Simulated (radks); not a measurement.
Results of a calculation; reference values are marked as such.
Species: Sm XI. Configuration: [Kr] 4d9 4f2 5s2 5p3 (not the ground configuration). Level of theory: scalar-relativistic Kohn-Sham, PBEsol, spin-polarised, spherical densities, finite nucleus; open shells are filled with parallel spins first (spin-orbit coupling, left out, can overturn this in heavy ions); Fermi nuclear charge, rms radius 5.0819 fm (a radial shooting solver on a logarithmic mesh with Libxc functionals).

Unscreened Slater integrals over Kohn-Sham orbitals (cm^-1). They are taken over the spin-up orbitals.

F0(5p,5p): 152260
F2(5p,5p): 83014
F0(5p,4f): 182340
F2(5p,4f): 64809
G2(5p,4f): 25923
G4(5p,4f): 22312
F0(5p,5s): 157960
G1(5p,5s): 108090
F0(5p,4d): 185900
F2(5p,4d): 60661
G1(5p,4d): 17551
G3(5p,4d): 17648
F0(4f,4f): 281070
F2(4f,4f): 141340
F4(4f,4f): 90398
F6(4f,4f): 65551
F0(4f,5s): 193920
G3(4f,5s): 29866
F0(4f,4d): 292760
F2(4f,4d): 146000
F4(4f,4d): 94697
G1(4f,4d): 170010
G3(4f,4d): 109330
G5(4f,4d): 78062
F0(5s,5s): 164670
F0(5s,4d): 198100
G2(5s,4d): 22829
F0(4d,4d): 308440
F2(4d,4d): 157640
F4(4d,4d): 106010

Derived for the open shells (J is the average intra-shell exchange parameter used in DFT+U). 4d: Racah B = F2/49 - 5 F4/441 = 2015 cm^-1, C = 35 F4/441 = 8413 cm^-1, C/B = 4.18, F4/F2 = 0.672, J = (F2 + F4)/14 = 18830 cm^-1. 4f: F4/F2 = 0.640, F6/F2 = 0.464, J = (286 F2 + 195 F4 + 250 F6)/6435 = 11570 cm^-1. 5p: J = F2/5 = 16600 cm^-1.
